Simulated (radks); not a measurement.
Te III, 50 electrons, occupied as [Kr] 4d10 5s2 5p1 6s1 (not the ground configuration). Calculated with a radial shooting solver on a logarithmic mesh with Libxc functionals: Dirac Kohn-Sham, BLYP, spin-unpolarised, spherical densities, point nucleus; open shells fill j = l - 1/2 first. Some entries of the table are withheld. Estimate them.

orbital  occ.  eigenvalue (hartree)  r(max) (bohr)
1s1/2       2             -1162.592        0.01793
2s1/2       2             -178.9688         0.1015
2p1/2       2             -167.7476        0.07793
2p3/2       4             -157.6551        0.08264
3s1/2       2             -36.30703         0.2928
3p1/2       2             -31.69330         0.2792
3p3/2       4             -29.81265         0.2898
3d3/2       4                   (1)         0.2360
3d5/2       6                   (2)         0.2390
4s1/2       2              -6.89834         0.7010
4p1/2       2                   (3)         0.7212
4p3/2       4                   (4)         0.7455
4d3/2       4              -2.42096         0.8049
4d5/2       6              -2.36649         0.8138
5s1/2       2              -1.32332          1.732
5p1/2       1              -0.95477          1.952
5p3/2       0              -0.91175          2.022
5d3/2       0              -0.45470            (5)
5d5/2       0              -0.45071            (6)
6s1/2       1              -0.44565            (7)
6p1/2       0              -0.34705          4.794
6p3/2       0              -0.33730          4.922

Answer. 
(1) 3d3/2 eigenvalue (hartree): -21.67063
(2) 3d5/2 eigenvalue (hartree): -21.27729
(3) 4p1/2 eigenvalue (hartree): -5.31203
(4) 4p3/2 eigenvalue (hartree): -4.95339
(5) 5d3/2 r(max) (bohr): 2.873
(6) 5d5/2 r(max) (bohr): 2.902
(7) 6s1/2 r(max) (bohr): 4.125
